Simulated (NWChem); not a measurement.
System: CrNH3S2O; SMILES [S]=[Cr]([OH])(=[NH])[SH]

The following NWChem deck was run.

```
start job
memory heap 200 mb stack 900 mb global 1100 mb
geometry units angstroms noautosym nocenter noautoz
  Cr    -0.228810     0.118979     0.007352
  N     -1.084790     0.053917    -1.342892
  H     -1.157860     0.403546    -2.301119
  S      1.146831     1.549476    -0.078400
  O     -1.283161     0.318009     1.388453
  H     -2.228255     0.199890     1.194418
  S      0.901324    -1.801794     0.097715
  H     -0.001805    -2.571003    -0.550577
end
basis spherical
  Cr library 6-31g*
  N library 6-31g*
  H library 6-31g*
  S library 6-31g*
  O library 6-31g*
end
dft
  xc pbe0
  iterations 150
end
property
  efieldgrad
end
task dft property
```

Excerpt of the output:

```
             Northwest Computational Chemistry Package (NWChem) 7.3.0
             --------------------------------------------------------

                             Geometry "geometry" -> ""
                             -------------------------

 Output coordinates in angstroms (scale by  1.889725989 to convert to a.u.)

  No.       Tag          Charge          X              Y              Z
 ---- ---------------- ---------- -------------- -------------- --------------
    1 Cr                  24.0000    -0.22881000     0.11897900     0.00735200
    2 N                    7.0000    -1.08479000     0.05391700    -1.34289200
    3 H                    1.0000    -1.15786000     0.40354600    -2.30111900
    4 S                   16.0000     1.14683100     1.54947600    -0.07840000
    5 O                    8.0000    -1.28316100     0.31800900     1.38845300
    6 H                    1.0000    -2.22825500     0.19989000     1.19441800
    7 S                   16.0000     0.90132400    -1.80179400     0.09771500
    8 H                    1.0000    -0.00180500    -2.57100300    -0.55057700

 Effective nuclear repulsion energy (a.u.)     485.4063063104

                              NWChem Property Module
                              ----------------------

  itol2e modified to match energy
  convergence criterion.

                                 NWChem DFT Module
                                 -----------------

 Summary of "ao basis" -> "ao basis" (spherical)
 ------------------------------------------------------------------------------
       Tag                 Description            Shells   Functions and Types
 ---------------- ------------------------------  ------  ---------------------
 Cr                          6-31g*                 12       34   5s4p2d1f
 N                           6-31g*                  6       14   3s2p1d
 H                           6-31g*                  2        2   2s
 S                           6-31g*                  8       18   4s3p1d
 O                           6-31g*                  6       14   3s2p1d

  itol2e modified to match energy
  convergence criterion.

            General Information
            -------------------
          SCF calculation type: DFT
          Wavefunction type:  closed shell.
          No. of atoms     :     8
          No. of electrons :    74
           Alpha electrons :    37
            Beta electrons :    37
          Charge           :     0
          Spin multiplicity:     1
          Use of symmetry is: off; symmetry adaption is: off
          Maximum number of iterations: 150
          AO basis - number of functions:   104
                     number of shells:    46
          Convergence on energy requested:  1.00D-07
          Convergence on density requested:  1.00D-05
          Convergence on gradient requested:  5.00D-04

              XC Information
              --------------
                         PBE0 Method XC Functional
                     Hartree-Fock (Exact) Exchange  0.250
          PerdewBurkeErnzerhof Exchange Functional  0.750
            Perdew 1991 LDA Correlation Functional  1.000 local
           PerdewBurkeErnz. Correlation Functional  1.000 non-local

             Grid Information
             ----------------
          Grid used for XC integration:  fine
          Radial quadrature: Mura-Knowles
          Angular quadrature: Lebedev.
          Tag              B.-S. Rad. Rad. Pts. Rad. Cut. Ang. Pts.
          ---              ---------- --------- --------- ---------
          Cr                  1.40      140           9.0       974
          N                   0.65       70          10.0       590
          H                   0.35       60          12.0       590
          S                   1.00      123          11.0       770
          O                   0.60       70          10.0       590
          Grid pruning is: on
          Number of quadrature shells:   706
          Spatial weights used:  Erf1

      Superposition of Atomic Density Guess
      -------------------------------------

[...]

          -----------------------
          Electric field gradient
          -----------------------

 1 a.u. = 0.324123 10**(16) esu/cm**3  ( or statvolts/cm**2 ) = 0.97174 10**(22) v/m**2

 ------------------------------------------------------------
   Atom      X         Y         Z
 ------------------------------------------------------------
    1 Cr  -0.43239   0.22484   0.01389
 ------------------------------------------------------------

 Electric field gradient in molecular frame (a.u.)
         XX             YY             ZZ             XY             XZ             YZ
 ------------------------------------------------------------------------------------------
        0.173878      -0.213465       0.039587       0.084613       0.141209       0.094662

 Principal components (a.u.) and orientation
 of principal axis w.r.t. absolute frame                      Asymmetry parameter eta
 --------------------------------------------------------------------------------------
        0.292748      -0.248689      -0.044060                       0.698992

        0.808462      -0.103770      -0.579328
        0.235960       0.958910       0.157524
        0.539178      -0.264050       0.799728

 ------------------------------------------------------------
   Atom      X         Y         Z
 ------------------------------------------------------------
    2 N   -2.04996   0.10189  -2.53770
 ------------------------------------------------------------

 Electric field gradient in molecular frame (a.u.)
         XX             YY             ZZ             XY             XZ             YZ
 ------------------------------------------------------------------------------------------
        0.052598      -0.033304      -0.019293       0.188286      -0.046440      -0.115917

 Principal components (a.u.) and orientation
 of principal axis w.r.t. absolute frame                      Asymmetry parameter eta
 --------------------------------------------------------------------------------------
        0.248326      -0.207347      -0.040979                       0.669958

        0.685420      -0.504470       0.525081
        0.617236       0.785095      -0.051438
       -0.386289       0.359355       0.849497

 ------------------------------------------------------------
   Atom      X         Y         Z
 ------------------------------------------------------------
    3 H   -2.18804   0.76259  -4.34848
 ------------------------------------------------------------

 Electric field gradient in molecular frame (a.u.)
         XX             YY             ZZ             XY             XZ             YZ
 ------------------------------------------------------------------------------------------
        0.184726       0.119954      -0.304680       0.017245      -0.038047       0.177124

 Principal components (a.u.) and orientation
 of principal axis w.r.t. absolute frame                      Asymmetry parameter eta
 --------------------------------------------------------------------------------------
       -0.371977       0.189723       0.182254                       0.020078

        0.074603       0.862502      -0.500525
       -0.340139       0.493833       0.800272
        0.937411       0.110545       0.330212

 ------------------------------------------------------------
   Atom      X         Y         Z
 ------------------------------------------------------------
    4 S    2.16720   2.92809  -0.14815
 ------------------------------------------------------------

 Electric field gradient in molecular frame (a.u.)
         XX             YY             ZZ             XY             XZ             YZ
 ------------------------------------------------------------------------------------------
       -0.501265      -0.107358       0.608623       0.479138      -0.356719      -0.190965

 Principal components (a.u.) and orientation
 of principal axis w.r.t. absolute frame                      Asymmetry parameter eta
 --------------------------------------------------------------------------------------
       -0.849339       0.835599       0.013740                       0.967646

        0.847824      -0.358083       0.391114
       -0.511336      -0.356696       0.781859
        0.140462       0.862870       0.485516

 ------------------------------------------------------------
   Atom      X         Y         Z
 ------------------------------------------------------------
    5 O   -2.42482   0.60095   2.62380
 ------------------------------------------------------------

 Electric field gradient in molecular frame (a.u.)
         XX             YY             ZZ             XY             XZ             YZ
 ------------------------------------------------------------------------------------------
       -0.982017       0.677221       0.304796      -0.165053       0.099444       0.043431

 Principal components (a.u.) and orientation
 of principal axis w.r.t. absolute frame                      Asymmetry parameter eta
 --------------------------------------------------------------------------------------
       -1.006407       0.696389       0.310018                       0.383911

        0.991958      -0.092420       0.086479
        0.099271       0.991952      -0.078592
       -0.078520       0.086545       0.993149

 ------------------------------------------------------------
   Atom      X         Y         Z
 ------------------------------------------------------------
    6 H   -4.21079   0.37774   2.25712
 ------------------------------------------------------------

 Electric field gradient in molecular frame (a.u.)
         XX             YY             ZZ             XY             XZ             YZ
 ------------------------------------------------------------------------------------------
       -0.409122       0.220192       0.188930      -0.078853      -0.126201      -0.017534

[...]
```

Level: PBE0/6-31G* (spherical d). Coordinates come from a B3LYP/6-31G* (spherical d) optimisation. Not confirmed as a minimum by frequencies. NWChem prints the field gradient with the sign opposite to the second derivative of the potential.
